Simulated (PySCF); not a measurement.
## An excited-state table with gaps

C₅H₈FN.
SMILES with atom numbers: `[H]/[N:7]=[C:5](\[CH2:4][C:2](=[CH2:1])[F:3])[CH3:6]` (hydrogens: H8, H9 on C1; H10, H11 on C4; H12, H13, H14 on C6; H15 on N7)

Computed with TDDFT CAM-B3LYP/def2-SVPD, vertical, gas phase, core orbitals frozen in the response in PySCF. The structure is a single GFN2-xTB conformer in the gas phase; no vibrational or solvent corrections. Torsions of this conformer, `[H]/[N:7]=[C:5](\[CH2:4][C:2](=[CH2:1])[F:3])[CH3:6]`: C1–C2–C4–C5 -100°, C2–C4–C5–C6 -83°.

Orbital energies (eV): HOMO-3 -12.04, HOMO-2 -10.27, HOMO-1 -9.41, HOMO -8.63, LUMO 0.59, LUMO+1 1.23, LUMO+2 1.78.

Lowest singlets, with some entries withheld (?).

```csv
state,λ (nm),f,"main configurations (H = HOMO, L = LUMO)"
S1,235.7,0.0035,"H→L (59%), H→L+2 (16%), H-1→L (12%)"
S2,?,?,?
S3,177.0,0.153,"H→L+1 (52%), H-1→L (34%)"
S4,169.4,0.052,"H→L+2 (45%), H-1→L+1 (20%), H-1→L (11%)"
S5,163.5,0.092,"H-1→L+1 (47%), H→L+2 (28%), H→L+4 (10%)"
S6,158.2,0.087,"H-2→L (59%), H→L+3 (18%), H-1→L+2 (10%)"
S7,156.5,0.0079,"H→L+3 (52%), H-2→L (20%)"
S8,?,?,?
```

What stands in place of each question mark?

- S2: λ = 183.5 nm; f = 0.089; H-1→L (30%), H→L (29%), H→L+1 (28%)
- S8: λ = 152.2 nm; f = 0.096; H-1→L+2 (49%), H→L+6 (10%), H-2→L (9%)

Where do the lowest triplets lie (Tamm–Dancoff)?

T1 4.30 eV, H→L (57%), H-1→L+2 (20%), H-1→L (8%); T2 4.63 eV, H-1→L (40%), H→L+2 (37%), H→L (12%); T3 5.22 eV, H-2→L (52%), H-2→L+2 (24%). E(S1) − E(T1) = +0.96 eV.

What is the mean static polarisability from the same response equations?

68.3 au (10.12 Å³), with principal values 55.0, 69.9 and 79.9 au.

How far apart are S1 and S6, in eV and cm⁻¹?

7.838 − 5.260 = 2.578 eV, or about 20790 cm⁻¹.

The run took 44 s on an Arm Neoverse V1 with one thread (shared host).
